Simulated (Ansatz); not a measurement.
```yaml
crystal:
  periodic: [true, true, true]
  atoms:
    - {symbol: Ru, position_ang: [-1.529822, -0.579949, -0.309975]}
    - {symbol: Ru, position_ang: [0.650012, -0.900098, -0.625623]}
    - {symbol: Ru, position_ang: [-0.343783, 1.016864, 0.688030]}
    - {symbol: H, position_ang: [-0.414444, 0.076220, 1.919517]}
    - {symbol: H, position_ang: [0.416582, -0.074534, -1.918095]}
    - {symbol: H, position_ang: [1.221465, 0.461496, 0.246157]}
basis:
  gaussian: {orbitals: def2-TZVPD}
total_charge: 1
magnetization: {spin_polarized: true, initial_magnetization: 2}
hamiltonian: {xc: {name: RPBE}, dispersion: d3bjatm}
output: {forces: true}
```

```sh
$ ansatz run in.yaml --threads 4 --pin off --events-out ev --progress --plain --max-ram 3916MiB
```

Output, abridged:

```
Error: YAML parse error: error: line 2 column 3: crystal: missing field `lattice` (a structure is typed as `lattice` and `atoms`, a molecule's as `atoms` in Å alone, or read from a run's directory, `checkpoint`)
 --> <input>:2:3
1 | crystal:
2 |   periodic: [true, true, true]
3 |   atoms:
4 |     - {symbol: Ru, position_ang: [-1.529822, -0.579949, -0.309975]}
```

(1) What is wrong with this run?

Answers

(1) The species is marked periodic without a cell. The input was rejected before any iteration.
